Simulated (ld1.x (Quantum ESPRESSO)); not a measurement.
# Transferability test, TM potential for osmium

| Quantity | Value |
| --- | --- |
| Element | Os (Z = 76) |
| Generator | ld1.x (Quantum ESPRESSO) 7.5 |
| Type | norm-conserving Troullier–Martins (Kleinman–Bylander form) |
| Functional | LDA (PZ) |
| Relativity | scalar-relativistic |
| Frozen core | [Xe] 4f14 |
| Valence charge | 8 |
| Reference configuration | 5d6 6s2 6p0 |
| Partial waves | 6p (bound, empty): rc 1.40 bohr; 5d (bound): rc 1.95 bohr; 6s (bound): rc 2.25 bohr |
| Local potential | the s channel |
| Core correction | Bessel-smoothed model core, default radius (core density twice the valence density) |

Energies are relative to the spin-unpolarised reference configuration 5d6 6s2 6p0; without spin polarisation the order of configurations can differ from experiment. Spin-polarised rows fill each open shell by Hund’s rule, majority spin first. Not all tests gave a result: 2 of 9 tests not solved or not reliable. Left out of the table: 5d6 6s0 6p1 (solver errors, printed error -2.9 eV); 5d6 6s0 6p2 (solver errors, printed error -328 eV).

```json
{"valence configuration": "5d6 6s1 6p0", "charge": "+1", "ΔE all-electron (eV)": "9.864", "error AE − PS (meV)": "-10"}
{"valence configuration": "5d6 6s0 6p0", "charge": "+2", "ΔE all-electron (eV)": "27.147", "error AE − PS (meV)": "-47"}
{"valence configuration": "5d5 6s2 6p0", "charge": "+1", "ΔE all-electron (eV)": "11.304", "error AE − PS (meV)": "-64"}
{"valence configuration": "5d6.5 6s1.5 6p0", "charge": "0", "ΔE all-electron (eV)": "0.073", "error AE − PS (meV)": "-19"}
{"valence configuration": "5d6 6s2 6p0 (spin-polarised)", "charge": "0", "ΔE all-electron (eV)": "-2.020", "error AE − PS (meV)": "+6.5"}
```

(1) What are ΔE and the potential's error for 5d5 6s0 6p0?

(2) What are ΔE and the potential's error for 5d6 6s1 6p0 (spin-polarised)?

Levels in the configuration 5d6 6s2 6p0 (spin-polarised):

```
  level  all-electron (eV)  pseudo (eV)
  5d up             -7.273       -7.271
  6s up             -6.846       -6.879
5d down             -5.237       -5.231
6s down             -5.743       -5.715
```

Note: ghost state, extra bound levels that the all-electron valence spectrum of the same l lacks: p at -2.55 eV. A true bound ghost makes a file unfit for plane-wave use. The 6p radius (1.40 bohr) lies inside the outermost node of the all-electron wave (1.43 bohr), which a nodeless pseudo-wave cannot match soundly.

Answers

(1) ΔE = 56.302 eV all-electron; the error (AE − PS) is -155 meV.

(2) ΔE = 6.898 eV all-electron; the error (AE − PS) is +33 meV.
